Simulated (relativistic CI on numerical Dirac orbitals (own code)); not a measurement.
# Co⁴⁺ in a cubic cluster: 2p photoemission with charge transfer

Computed with a charge-transfer multiplet model of a cubic metal-ligand cluster with up to one ligand hole, Slater and spin-orbit integrals from Dirac-Coulomb-Breit ions, Slater integrals scaled by 0.7. The ground state mixes d5 with configurations of k ligand holes L, whose averages lie at kΔ + k(k − 1)U_dd/2; a core hole lowers each added d electron by U_cd. 300 K, Lorentzian 0.6 eV and Gaussian 0.8 eV FWHM.

Atomic integrals in eV (Slater integrals scaled, ζ unscaled), ground: F2dd 9.508, F4dd 5.971, zeta_d 0.080; with the core hole: F2dd 10.647, F4dd 6.717, zeta_d 0.112, zeta_core 9.655, F2cd 6.462, G1cd 5.050, G3cd 2.875.

Cluster parameters (eV): Δ = 1.7, U_dd = 6.5, 10Dq = 1.2, 10Dq(ligand) = 1.4, V(eg) = 2.7, V(t2g) = -1.44, final-state hopping factor = 1.

```tsv
Case	n_d	d5	d6L	S
U_cd = 5.8 eV	5.30	0.70	0.30	2.50
U_cd = 7.6 eV	5.30	0.70	0.30	2.50
U_cd = 8.2 eV	5.30	0.70	0.30	2.50
```

Weights, n_d and S are thermal averages at 300 K. Binding energies count from the first peak over 30 % of the highest in each spectrum, which can be another peak from case to case. The parameters are a model scan and need not match a compound or its usual spin state. Peaks in eV (height, largest 100):
- U_cd = 5.8 eV: 0.0 (100), 5.5 (14), 7.6 (12), 9.1 (12), 10.5 (8), 16.2 (46), 17.5 (51), 26.8 (6)
- U_cd = 7.6 eV: 0.0 (100), 1.3 (72), 5.0 (16), 7.2 (13), 9.6 (17), 11.0 (13), 16.1 (49), 17.4 (51), 25.8 (8), 27.3 (10)
- U_cd = 8.2 eV: 0.0 (100), 1.4 (74), 4.9 (17), 7.2 (14), 9.9 (20), 11.3 (16), 16.1 (51), 17.4 (51), 26.1 (10), 27.6 (12)

For the case U_cd = 7.6 eV, Δ = 1.7 eV is smaller than U_dd = 6.5 eV, the charge-transfer side of the Zaanen-Sawatzky-Allen scheme. With the core hole the configuration with one ligand hole lies at Δ − U_cd = -4.1, -5.9, -6.5 eV from the one without, in the order of the table; where this is negative the screened configuration lies lower, though the effective hopping of about 4.4 eV (from the holes of the mixed ground state) mixes the two strongly wherever it is as large as the gap.

With at most 1 ligand hole the space is cut while the next configuration still counts, so covalency is underestimated, and a final configuration with one more ligand hole, which can lie low, is missing from the spectra.
